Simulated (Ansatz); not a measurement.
Born–Oppenheimer molecular dynamics of CH₆BFSSi (11 atoms, charge 0, multiplicity 1). It starts from a relaxed structure.

The calculation used RKS PBE-D4/STO-3G (Ansatz 0.2.0).

```
ensemble             : NVT, Langevin thermostat
time step            : 0.5 fs
steps asked          : 400
set temperature      : 300 K
friction             : 0.005 /fs
temperature schedule : 100 steps to 300 K, then 300 steps to 10 K
seed                 : 977097
```

First frame:

```xyz
11
Properties=species:S:1:pos:R:3
C -1.621 -0.300 0.670
S -0.338 -1.526 1.137
B 1.109 -0.885 0.283
F 2.237 -1.587 0.436
Si 1.103 0.758 -0.834
H -1.790 -0.277 -0.423
H -1.356 0.721 1.005
H -2.568 -0.592 1.162
H 0.727 1.937 -0.064
H 2.409 1.028 -1.419
H 0.152 0.667 -1.934
```

Problem. What does the run give?

Solution. The run went to its last step.

```
steps done                                               : 400
time covered                                             : 200 fs
mean temperature over the second half                    : 198 K
spread of the potential energy over the second half      : 2.7 meV per atom
mean potential energy of the second half above the start : 16.7 meV per atom
```

The schedule's set-point averaged 107 K over the second half and the system 198 K, so it lags behind the ramp. A run of 0.2 ps of so small a system gives no equilibrium averages. Limits of this set-up: minimal basis.

Problem. What happens to the structure?

Solution. The same pairs are bonded in the first frame and the last. Pairs count as bonded within 1.25 times the sum of covalent radii (0.12 Å more for H–H). The details hang on the random start.

Problem. How do temperature and energy run in time?

Solution. 
```json
{"time (fs)": "0.0", "T (K)": "273", "potential energy less start (eV)": "0.000"}
{"time (fs)": "6.5", "T (K)": "142", "potential energy less start (eV)": "0.149"}
{"time (fs)": "13.0", "T (K)": "179", "potential energy less start (eV)": "0.098"}
{"time (fs)": "19.5", "T (K)": "250", "potential energy less start (eV)": "0.065"}
{"time (fs)": "26.0", "T (K)": "184", "potential energy less start (eV)": "0.190"}
{"time (fs)": "32.5", "T (K)": "200", "potential energy less start (eV)": "0.159"}
{"time (fs)": "39.0", "T (K)": "220", "potential energy less start (eV)": "0.133"}
{"time (fs)": "45.5", "T (K)": "206", "potential energy less start (eV)": "0.117"}
{"time (fs)": "52.0", "T (K)": "156", "potential energy less start (eV)": "0.159"}
{"time (fs)": "58.5", "T (K)": "197", "potential energy less start (eV)": "0.155"}
{"time (fs)": "65.0", "T (K)": "172", "potential energy less start (eV)": "0.173"}
{"time (fs)": "71.5", "T (K)": "187", "potential energy less start (eV)": "0.171"}
{"time (fs)": "78.0", "T (K)": "168", "potential energy less start (eV)": "0.150"}
{"time (fs)": "84.5", "T (K)": "170", "potential energy less start (eV)": "0.201"}
{"time (fs)": "91.0", "T (K)": "193", "potential energy less start (eV)": "0.181"}
{"time (fs)": "97.5", "T (K)": "229", "potential energy less start (eV)": "0.139"}
{"time (fs)": "104.0", "T (K)": "215", "potential energy less start (eV)": "0.210"}
{"time (fs)": "110.5", "T (K)": "193", "potential energy less start (eV)": "0.216"}
{"time (fs)": "117.0", "T (K)": "243", "potential energy less start (eV)": "0.156"}
{"time (fs)": "123.5", "T (K)": "215", "potential energy less start (eV)": "0.172"}
{"time (fs)": "130.0", "T (K)": "178", "potential energy less start (eV)": "0.233"}
{"time (fs)": "136.5", "T (K)": "241", "potential energy less start (eV)": "0.138"}
{"time (fs)": "143.0", "T (K)": "186", "potential energy less start (eV)": "0.217"}
{"time (fs)": "149.5", "T (K)": "206", "potential energy less start (eV)": "0.171"}
{"time (fs)": "156.0", "T (K)": "200", "potential energy less start (eV)": "0.173"}
{"time (fs)": "162.5", "T (K)": "163", "potential energy less start (eV)": "0.212"}
{"time (fs)": "169.0", "T (K)": "209", "potential energy less start (eV)": "0.161"}
{"time (fs)": "175.5", "T (K)": "178", "potential energy less start (eV)": "0.206"}
{"time (fs)": "182.0", "T (K)": "206", "potential energy less start (eV)": "0.145"}
{"time (fs)": "188.5", "T (K)": "183", "potential energy less start (eV)": "0.172"}
{"time (fs)": "195.0", "T (K)": "174", "potential energy less start (eV)": "0.172"}
```

Time of the run: 9 min on 1 thread of Arm Neoverse V2, on a shared host, peak memory 0.08 GiB.
